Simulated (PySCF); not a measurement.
SMILES SCS (CH4S2) (B3LYP/def2-SVP optimised geometry):

```
7

S      1.258    -0.757     0.000
C     -0.571    -0.757     0.000
S     -1.407     0.870     0.000
H      1.407    -0.013    -1.121
H     -0.961    -1.279    -0.885
H     -0.857    -1.342     0.885
H     -0.815     1.342     1.122
```

Method: B3LYP/def2-TZVP (PySCF).

### Question
What are the frontier orbital energies and the dipole moment?

### Answer
HOMO-2 -9.16 eV, HOMO-1 -7.17 eV, HOMO -6.62 eV, LUMO -0.59 eV, LUMO+1 0.76 eV; dipole moment 0.43 D.

Meta-Löwdin charges at B3LYP/def2-TZVP: S1 -0.07, C2 -0.31, S3 -0.07, H4 0.09, H5 0.14, H6 0.14, H7 0.09.
